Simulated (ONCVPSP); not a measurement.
**titanium, ONCV: configuration errors across variants**

* Element: Ti
* Generator: ONCVPSP 4.0.1
* Type: optimised norm-conserving Vanderbilt (ONCV)
* Functional: Wu-Cohen
* Relativity: scalar-relativistic
* Frozen core: [Ar]
* Valence charge: 4
* Reference configuration: 3d2 4s2
* Partial waves: 4s: rc 2.70 bohr, ncon 5, nbas 8, qcut 2.3 1/bohr, 2 projectors, debl 1.6 Ha; p scattering state at 0.06 Ha: rc 2.55 bohr, ncon 3, nbas 6, qcut 2.8 1/bohr, 2 projectors, debl 0.7 Ha; 3d: rc 2.25 bohr, ncon 4, nbas 9, qcut 6.9 1/bohr, 2 projectors, debl 3.9 Ha
* Local potential: polynomial inside 1.75 bohr (lpopt 5, dvloc0 1 Ha)
* Core correction: none

In the p channel the program set the typed energies aside and used 0.050, 0.750 Ha.

All-electron excitation energies from the reference (eV): (1) 3d2 4s1 7.366; (2) 3d2 4s0 20.777; (3) 3d1 4s0 47.708; (4) 3d2 4s0 4p1 11.151.

2 further variants failed, have other tests or another functional or relativity, and are left out.

A true bound ghost makes a file unfit for plane-wave use even where its test errors are small: the radial tests pick states by their node count and pass the ghost by.

Errors AE − PS in meV (a dash: test not solved or not reliable):

| change | (1) | (2) | (3) | (4) | bound ghosts | GHOST(+) flags above zero |
| --- | --- | --- | --- | --- | --- | --- |
| base | -16 | +36 | +384 | -3.3 | none | s |
| p: rc 2.32 | -16 | +36 | +384 | +1.3 | none | s, p |
| core correction Teter function, fcfact 5.25, rcfact 1.05 | -12 | +46 | +197 | +3.0 | none | s |
| p: qcut 4.1 | -16 | +36 | +384 | -1.9 | p | s |
| s: qcut 1.9 | -16 | +35 | +367 | -3.9 | none | s |
| d: nproj 1 | -16 | +35 | +351 | -3.9 | none | s |
| d: ncon 5, nbas 10 | -17 | +29 | +351 | -6.9 | none | s |

Q: Give the same row for: s: qcut 3.1; p: qcut 3.7; d: qcut 9.2.

A: -19, +17, +310, -11; bound ghosts: s, p; GHOST(+) flags above zero: s.
